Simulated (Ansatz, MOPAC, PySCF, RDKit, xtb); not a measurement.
Noncovalent pair: N2 (SMILES N#N) (first 2 atoms) with HI (SMILES I); geometry from B3LYP-D3(BJ)/def2-TZVP, rigid monomers moved along the line of their centres of mass till N2···H4 is 4.69 Å.
(charge 0, multiplicity 1):
```xyz
4

N      0.1017     0.1100    -1.0051
N      0.2101     0.1195     0.0801
I      0.6591     0.1786     6.3678
H      0.5746     0.1623     4.7549
```

```json
[
 {"level": "UFF", "interaction energy (kcal/mol)": "-0.04", "cost": "-"},
 {"level": "AM1", "interaction energy (kcal/mol)": "-0.13", "cost": "-"},
 {"level": "PM7", "interaction energy (kcal/mol)": "-0.42", "cost": "-"},
 {"level": "GFN2-xTB", "interaction energy (kcal/mol)": "-0.20", "cost": "-"},
 {"level": "HF/STO-3G (no counterpoise)", "interaction energy (kcal/mol)": "-0.12", "cost": "-"},
 {"level": "HF/3-21G (no counterpoise)", "interaction energy (kcal/mol)": "-0.10", "cost": "-"},
 {"level": "HF/def2-SVPD", "interaction energy (kcal/mol)": "-0.08", "cost": "-"},
 {"level": "PBE-D3(BJ)/def2-TZVPPD", "interaction energy (kcal/mol)": "-0.14", "cost": "×1"},
 {"level": "PBE-D4/def2-TZVPPD", "interaction energy (kcal/mol)": "-0.15", "cost": "×1"},
 {"level": "r2SCAN-D4/def2-TZVPPD", "interaction energy (kcal/mol)": "-0.12", "cost": "×2"},
 {"level": "B3LYP/def2-TZVPPD", "interaction energy (kcal/mol)": "-0.05", "cost": "×1"},
 {"level": "wB97M-V/def2-TZVPPD", "interaction energy (kcal/mol)": "-0.11", "cost": "×4"},
 {"level": "MP2/def2-SVPD", "interaction energy (kcal/mol)": "-0.15", "cost": "-"},
 {"level": "MP2/def2-QZVPPD", "interaction energy (kcal/mol)": "-0.14", "cost": "-"},
 {"level": "MP2/CBS(def2-TZVPPD, def2-QZVPPD)", "interaction energy (kcal/mol)": "-0.15", "cost": "-"},
 {"level": "CCSD/def2-SVPD", "interaction energy (kcal/mol)": "-0.13", "cost": "-"},
 {"level": "CCSD/def2-QZVPPD", "interaction energy (kcal/mol)": "-0.11", "cost": "-"},
 {"level": "CCSD(T)/def2-SVPD", "interaction energy (kcal/mol)": "-0.13", "cost": "×3"},
 {"level": "CCSD(T)/def2-TZVPPD", "interaction energy (kcal/mol)": "-0.12", "cost": "×10"},
 {"level": "CCSD(T)/CBS(def2-TZVPPD, def2-QZVPPD)", "interaction energy (kcal/mol)": "-0.13", "cost": "×600*"}
]
```

The rows run from -0.42 (PM7) to -0.04 kcal/mol (UFF). From def2-SVPD to def2-QZVPPD MP2 changes by 0.01.

Interaction energies are E(AB) − E(A) − E(B) at the monomers' geometry in the complex; basis-set methods are counterpoise corrected. Rows marked so take none. RDKit's UFF carries no charges.

Correlated levels freeze the cores. Filled d and f shells under p-block atoms count as core. CBS(a, b) extrapolates the correlation energy as X⁻³ and adds the Hartree–Fock energy of set b. Rows in 3-21G, STO-3G carry no dispersion term and start afresh at each structure; the Pople sets are all-electron and without relativity. The state reached by AM1, PM7 isn't checked; PM7 holds dispersion and hydrogen-bond terms.

Codes used: Ansatz (Gaussian orbitals); MOPAC for AM1, PM7 (differences of heats of formation); PySCF for 3-21G rows, STO-3G rows, the dispersion terms; RDKit for the force fields; xtb for the GFN methods. Values without a source in brackets are computed. In def2 rows elements past Kr take small-core potentials, without spin–orbit coupling.

Costs are rough ratios of core time to PBE/def2-TZVPPD (about 2.2 s over the structures, on one shared machine); a dash marks a level with no comparable run of its own. A star marks coupled-cluster runs past 200 virtual orbitals, where the program's memory plan changes under this machine's limit, so their costs aren't comparable with smaller runs.

Ansatz is an electronic-structure program.
